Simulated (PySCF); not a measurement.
Au, charge +2, doublet (a state made from the parent by changing its charge; the spin is typed, not shown lowest) (core potentials on Au); M062X/def2-TZVP (PySCF).

Here is a job for PySCF.
```python
from pyscf import gto, scf, dft

mol = gto.M(
    atom='''
Au    0.000000    0.000000    0.000000
''',
    basis='def2-tzvp',
    ecp={'Au': 'def2-tzvp'},
    charge=2,
    spin=1,
    verbose=3,
)

mf = dft.UKS(mol)
mf.xc = 'm062x'
mf.kernel()
mf.analyze()
```

**Question.** What does PySCF print? Leave out banner, timings and long lists.

**Answer.** 
```
SCF not converged.
SCF energy = -134.50642868073 after 50 cycles  <S^2> = 0.75490439  2S+1 = 2.0048984
**** MO energy ****
                             alpha | beta                alpha | beta
MO #1   energy= -5.1281448957626   | -5.09176710317337  occ= 1 | 1
MO #2   energy= -3.29041905685752  | -3.22358762482337  occ= 1 | 1
MO #3   energy= -3.28124104018944  | -3.22314167450863  occ= 1 | 1
MO #4   energy= -3.23319928354201  | -3.22085631708303  occ= 1 | 1
MO #5   energy= -1.19349729928356  | -1.14237151068678  occ= 1 | 1
MO #6   energy= -1.16754477767673  | -1.12726759417989  occ= 1 | 1
MO #7   energy= -1.14608004368149  | -1.12394065038874  occ= 1 | 1
MO #8   energy= -1.14188508481243  | -1.11826614077938  occ= 1 | 1
MO #9   energy= -1.13642859829096  | -0.853226778572232 occ= 1 | 0
MO #10  energy= -0.74004460116772  | -0.733314617734107 occ= 0 | 0
MO #11  energy= -0.431744827344679 | -0.432407806488411 occ= 0 | 0
MO #12  energy= -0.429932592782021 | -0.428801969968023 occ= 0 | 0
MO #13  energy= -0.420841830459599 | -0.421521407044943 occ= 0 | 0
MO #14  energy= -0.277142524845426 | -0.273924348007862 occ= 0 | 0
MO #15  energy= -0.173696008468992 | -0.195142994417428 occ= 0 | 0
MO #16  energy= -0.172018240346096 | -0.179473265850228 occ= 0 | 0
MO #17  energy= -0.171776476813554 | -0.175005432135916 occ= 0 | 0

WARN: Weak orthogonality for localized orbitals 2.0511895055320194e-09

WARN: Weak orthogonality for localized orbitals 2.0511895055320194e-09

WARN: System has nonzero charge 2; the dipole moment is origin-dependent.
Location of origin: [0. 0. 0.]

Dipole moment(X, Y, Z, Debye): -0.00000,  0.00000,  0.00000
```

The run did not converge; its last values are not results.
